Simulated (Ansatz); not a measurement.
`N[SiH](F)Cl` + `N=C=O` → `O=C=N[SiH](F)Cl` + NH₃ at 400 K and 1 bar (ligand exchange at the Si–N bond).

Calculated with Ansatz (gas phase, PBE0-D4/def2-TZVP geometries, no zero-point term in ΔE). CBS: MP2 limit from def2 TZ/QZ plus the TZ coupled-cluster correction, frozen cores. This one scheme is used for every species. One conformer a species, not always the lowest.

| species | CCSD(T)/CBS energy (Eh) | H − E (kJ/mol) | S (J/(mol·K)) |
| --- | --- | --- | --- |
| `N[SiH](F)Cl` | -905.31614 | 130.9 | 344.1 |
| `N=C=O` | -168.51995 | 72.4 | 252.4 |
| `O=C=N[SiH](F)Cl` | -1017.33874 | 104.0 | 393.0 |
| NH₃ | -56.50880 | 104.2 | 203.1 |

H − E and S are ideal-gas, rigid-rotor, harmonic terms from PBE0-D4/def2-TZVP, for one conformer and one mirror image of each species. 1 Eh = 2625.50 kJ/mol, R = 8.31446 J/(mol·K).

Q: By hand: ΔE, ΔH, ΔS and ΔG.

A: ΔE = (-1017.33874) + (-56.50880) − (-905.31614) − (-168.51995) = -0.01145 Eh = -30.1 kJ/mol. Δ(H − E) = 104.0 + 104.2 − 130.9 − 72.4 = 4.9, so ΔH = -25.2 kJ/mol. ΔS = 393.0 + 203.1 − 344.1 − 252.4 = -0.4 J/(mol·K). ΔG = -25.2 − 400 × (-0.4)/1000 = -25.0 kJ/mol.

Q: By hand: the equilibrium constant, and the temperature at which ΔG would vanish if ΔH and ΔS stayed fixed.

A: log₁₀ K = −ΔG/(RT ln 10) = 3.3. ΔG = 0 at ΔH/ΔS = 63000 K, far beyond where these terms or the molecules hold.

The number of gas molecules stays the same, so ΔS is small and ΔH decides. A doubt of 5 kJ/mol in ΔE shifts log₁₀ K by 0.7 here. Other conformers and mirror images would add mixing entropy, several J/(mol·K) or more a flexible species. Modes under 60 cm⁻¹, often nearly free rotors, make the harmonic entropy too high. These are equilibria of isolated gas molecules and say nothing of rates. Largest T1 diagnostic: 0.018 (customary marks: 0.02 for closed shells, 0.045 for open ones).
